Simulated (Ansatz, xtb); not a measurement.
# Two isomers of C6H4ClFO

Structure I is `C#C[C@@H]1C(=O)[C@H](F)[C@@H]1Cl`, a singlet and structure II is `C#C[C@@H]1C(=O)[C@@H](F)[C@H]1Cl`, a singlet. Both are isolated molecules in the gas phase, relaxed with PBE0-D3(BJ)/def2-SVP.

**Question.** Estimate E(II) − E(I) at the level CCSD(T)/def2-SVP + ΔMP2/def2-TZVPP.

**Answer.** CCSD(T)/def2-SVP + ΔMP2/def2-TZVPP gives E(II) − E(I) = −0.89 kcal/mol, slightly favouring structure II, which is too small a margin to settle the true order.

How the difference moves with the method:

```
                             level              geometry  E(II) − E(I) (kcal/mol)  departure from the last row (kcal/mol)  job, with rough time for the two
                          GFN2-xTB              GFN2-xTB                     −1.51                                   −0.63              optimisation, 0.42 s
                         HF/STO-3G              GFN2-xTB                     −1.16                                   −0.27              single point, 0.64 s
                r2SCAN-D4/def2-SVP              GFN2-xTB                     −1.11                                   −0.22               single point, 3.6 s
              PBE0-D3(BJ)/def2-SVP  PBE0-D3(BJ)/def2-SVP                     −0.35                                   +0.53                optimisation, 70 s
                       HF/def2-SVP  PBE0-D3(BJ)/def2-SVP                     −0.59                                   +0.29           part of the CCSD(T) run
                      MP2/def2-SVP  PBE0-D3(BJ)/def2-SVP                     +0.07                                   +0.95           part of the CCSD(T) run
                  CCSD(T)/def2-SVP  PBE0-D3(BJ)/def2-SVP                     −0.07                                   +0.82                      single point
CCSD(T)/def2-SVP + ΔMP2/def2-TZVPP  PBE0-D3(BJ)/def2-SVP                     −0.89                                                     single point, 1.7 min
```

As drawn, both hold the same kinds of bond in the same numbers.

The largest departure from CCSD(T)/def2-SVP + ΔMP2/def2-TZVPP is that of MP2/def2-SVP, 0.95 kcal/mol. The last row adds to CCSD(T) the change of the MP2 difference between the two basis sets, here −0.82 kcal/mol.

With thermal terms from frequencies at re-optimised GFN2-xTB minima (ideal gas, soft modes damped towards free rotors, one conformer each, 298.15 K, 1 atm): on the last row, ΔE + ΔZPE = −0.87, ΔH = −0.84, ΔG = −0.98 kcal/mol.

The correlated steps freeze 13 core orbitals. Programs: Ansatz 0.2.0, xtb 6.7.1; the last row on 2 threads of Intel(R) Xeon(R) Gold 6455B (Sapphire Rapids) on a shared host.
